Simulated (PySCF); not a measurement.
Estimate the missing entries of this data sheet.

Species: C6H6NS2 (charge -1).
SMILES: `[S-]c1c(/C=N/C)ccs1`

Conformer (atom-mapped SMILES and torsion angles): `[CH3:1]/[N:2]=[CH:3]/[c:4]1[cH:5][cH:6][s:7][c:8]1[S-:9]`: N2–C3–C4–C5 0°.

```tsv
property	level	value
point group of the GFN2-xTB geometry	GFN2-xTB	Cs
rotational constants A, B, C of the GFN2-xTB geometry	GFN2-xTB	1.885, 0.831, 0.579 GHz
HOMO energy	PBE0/pcSseg-1	-0.74 eV
LUMO energy	PBE0/pcSseg-1	3.44 eV
13C chemical shifts (computed TMS as zero) by class	GIAO PBE0/pcSseg-1	?
1H chemical shifts (computed TMS as zero) by class	GIAO PBE0/pcSseg-1	?
isotropic shieldings of nuclei other than C and H, by class	GIAO PBE0/pcSseg-1	?
```

The electronic properties come from PySCF, for the isolated species, density fitting. NMR classes are plain means over equivalent atoms (diastereotopic ones count apart unless rotation or inversion swaps them), as if these changed places fast; in this geometry the members of some classes differ. No diffuse functions stand in pcSseg-1, which bears on an anion's orbital energies.

Give the 1H chemical shifts (computed TMS as zero) by class.

8.79 (1 H), 6.94 (1 H), 5.16 (1 H), 3.56 (3 H) ppm.

What are the 13C chemical shifts (computed TMS as zero) by class?

199.3 (1 C), 165.8 (1 C), 131.7 (1 C), 129.9 (1 C), 110.8 (1 C), 52.8 (1 C) ppm.

The isotropic shieldings of nuclei other than C and H, by class?

-28 (1 N), 242 (1 S), 453 (1 S) ppm.

With B = h/(8π²I), that is 505.379 GHz u Å² over I, the principal moments of inertia are 268.1, 608.5 and 873.4 u Å² (most abundant isotopes). The rotational constants make it an asymmetric top with κ = (2B − A − C)/(A − C) = -0.61, nearer the prolate limit (−1).

One conformer stands for the species.
